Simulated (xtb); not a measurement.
W(O)2(OH) (HO3W), SMILES [O]=[W+](=[O])[OH], charge +1, multiplicity 1. All values are semi-empirical tight-binding results from xtb (GFN2-xTB unless named), good for trends rather than for accurate numbers. The structure is a stationary point at GFN2-xTB. The multiplicity is an assumed one; other spin states were not compared. The isomer is the one that the SMILES or the coordinates give; other isomers of the formula were not compared. The values are those of a single conformer.

For metal compounds this method's bond lengths and energies can be far off.

Estimate the properties. (The exact figures need the calculation; the answer reports its results.)


The point group as xtb finds it comes out as Cs and the orbital gap comes out as 1.92 eV. The zero-point energy is 9.6 kcal/mol and the G − E(el) at 298.15 K (modified RRHO) is -9.4 kcal/mol.
